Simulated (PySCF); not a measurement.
Species: C₃H₁₀AsNSi₂.
SMILES: `CC[Si@@H](C#N)[AsH][SiH3]`

Jobs on this species (17 atoms, 96 electrons) with PySCF (density fitting). Hardware of each: an Arm Neoverse V1 with one thread, shared host. The host was shared with other jobs, so the times are rough.

Question: Rank these jobs by wall time, shortest first.
A. CAM-B3LYP/def2-SVPD; 10 singlets by full TDDFT, 4 Tamm–Dancoff triplets, polarisability, ΔSCF ions; 246 basis functions
B. PBE0-D3(BJ)/def2-SVP, grid level 1; geometry optimisation from a GFN2-xTB start; 174 basis functions
C. PBE/pcSseg-1; shieldings; 207 basis functions

Answer: C (48 s), B (2.8 min), A (4.5 min).

All jobs:

```json
{"level and settings": "PBE0/pcSseg-1", "work": "shieldings, charges and field gradients", "basis functions": "207", "SCF cycles": "12", "wall time": "46 s"}
{"level and settings": "PBE/pcSseg-1", "work": "shieldings", "basis functions": "207", "SCF cycles": "14", "wall time": "48 s"}
{"level and settings": "delta-SCF UKS SCAN, pcX-2 on the ionised atom, pcseg-1 elsewhere, spin-free X2C", "work": "ΔSCF core ionisation, 8 holes", "basis functions": "211", "SCF cycles": "131", "wall time": "1.8 min"}
{"level and settings": "PBE0-D3(BJ)/def2-SVP, grid level 1", "work": "geometry optimisation from a GFN2-xTB start", "basis functions": "174", "SCF cycles": "54", "wall time": "2.8 min"}
{"level and settings": "CAM-B3LYP/def2-SVPD", "work": "10 singlets by full TDDFT, 4 Tamm–Dancoff triplets, polarisability, ΔSCF ions", "basis functions": "246", "SCF cycles": "12", "wall time": "4.5 min"}
```

What do all jobs in the table cost together?

About 11 min; the longest takes about 42 % of that, and about 5.9 times as long as the shortest.
